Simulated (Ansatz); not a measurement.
**Match the barriers**

Saddle point of GeSiH7F, closed shell (GeSiH₆ ([SiH3][GeH3]) + HF → GeH₃F ([F][GeH3]) + SiH₄; bonds formed: Ge1–F7, Si2–H6; bonds broken: Ge1–Si2, H6–F7), PBE0-D4/def2-TZVP structure:

Ge1  (-0.776, 1.082, 0.069)
Si2  (0.621, -1.248, -0.283)
H3  (-0.315, 2.354, -0.640)
H4  (-1.727, 1.216, 1.256)
H5  (-1.490, 0.194, -0.996)
H6  (0.785, 0.208, 0.710)
F7  (0.822, 1.260, 1.364)
H8  (0.768, -1.063, -1.748)
H9  (-0.545, -2.120, 0.010)
H10  (1.857, -1.882, 0.258)
(Å)

Computed with Ansatz 0.2.0 (basis: def2-TZVPP, with def2-QZVPP for the basis limit); correlated methods freeze the cores. Filled d shells of the heavier atoms are correlated. The def2 sets are not built for correlating such inner shells, so the correlated values are less sure here. Extrapolation: Hartree–Fock as exp(−7.88 √X), correlation as X^−2.97. Four methods, as single points on the PBE0-D4 structures, gave these electronic barriers from the start structure: 33.93, 44.74, 49.11, 62.03 kcal/mol.

**Question.** The methods were, in alphabetical order, CCSD(T), HF, PBE0-D4, SPW92. Which gave which? (Judge from chemistry; the calculation decides.)

**Answer.** The calculation gives: SPW92 33.93; PBE0-D4 44.74; CCSD(T) 49.11; HF 62.03 kcal/mol. For comparison, CCSD(T) at an estimated basis limit (MP2 extrapolated from triple and quadruple zeta, plus CCSD(T) − MP2 in triple zeta) gives 49.47 kcal/mol.

No T1 diagnostic of these runs exceeds 0.015. The end structure is not quite a true minimum (one mode of 41i cm⁻¹).

Steps of this kind, hydrogen fluoride cutting a network bond, underlie vapour etching and the fluorination step of atomic layer etching.

Labels in which every atom is bracketed show which atoms are joined, not bond orders.

For scale, one of the runs: CCSD(T)/def2-TZVPP, 219 basis functions, launched by `ansatz run in.yaml --threads 4 --pin off --events-out ev --progress --plain --max-ram 9574MiB`. Time: 110 s of wall clock on 4 CPU threads of an Intel Xeon; the host was shared. Peak host memory: 3.2 GiB.
